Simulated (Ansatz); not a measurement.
Diatomic CaH, multiplicity 2 (the spin of the measured ground state). No spin–orbit coupling. Ca is treated without relativity.

```json
[
 {"level": "SVWN5/def2-TZVPP", "bond energy D_e (eV)": "2.161", "minus CCSD(T)/def2-QZVPP": "0.394"},
 {"level": "PBE/def2-TZVPP", "bond energy D_e (eV)": "1.945", "minus CCSD(T)/def2-QZVPP": "0.178"},
 {"level": "r2SCAN/def2-TZVPP", "bond energy D_e (eV)": "2.181", "minus CCSD(T)/def2-QZVPP": "0.414"},
 {"level": "B97M-V/def2-TZVPP", "bond energy D_e (eV)": "2.152", "minus CCSD(T)/def2-QZVPP": "0.385"},
 {"level": "PBE0/def2-TZVPP", "bond energy D_e (eV)": "1.906", "minus CCSD(T)/def2-QZVPP": "0.139"},
 {"level": "BHLYP/def2-TZVPP", "bond energy D_e (eV)": "1.875", "minus CCSD(T)/def2-QZVPP": "0.108"},
 {"level": "CAM-B3LYP/def2-TZVPP", "bond energy D_e (eV)": "1.973", "minus CCSD(T)/def2-QZVPP": "0.206"},
 {"level": "wB97X-V/def2-TZVPP", "bond energy D_e (eV)": "1.996", "minus CCSD(T)/def2-QZVPP": "0.229"},
 {"level": "wB97M-V/def2-TZVPP", "bond energy D_e (eV)": "1.800", "minus CCSD(T)/def2-QZVPP": "0.033"},
 {"level": "B2PLYP/def2-TZVPP", "bond energy D_e (eV)": "1.763", "minus CCSD(T)/def2-QZVPP": "-0.004"},
 {"level": "CCSD/def2-TZVPP", "bond energy D_e (eV)": "1.666", "minus CCSD(T)/def2-QZVPP": "-0.101"},
 {"level": "CCSD/def2-QZVPP", "bond energy D_e (eV)": "1.800", "minus CCSD(T)/def2-QZVPP": "0.033"},
 {"level": "CCSD(T)/def2-TZVPP", "bond energy D_e (eV)": "1.642", "minus CCSD(T)/def2-QZVPP": "-0.125"},
 {"level": "CCSD(T)/def2-QZVPP", "bond energy D_e (eV)": "1.767", "minus CCSD(T)/def2-QZVPP": "0.000"}
]
```

 The comparison column counts from a level with limits of its own.

The rows run from 1.642 (CCSD(T)/def2-TZVPP) to 2.181 eV (r2SCAN/def2-TZVPP). From def2-TZVPP to def2-QZVPP CCSD(T) changes by 0.125. The 10 functionals in def2-TZVPP without D3 or D4 span 0.418, from B2PLYP to r2SCAN.

D_e counts from the fitted minimum to each atom's lowest state at the same level, without counterpoise.

Correlated levels freeze the inner cores; with def2 sets outer-core shells near the valence are correlated too.

Programs: Ansatz (Gaussian orbitals).

Ansatz is a program for electronic structure.
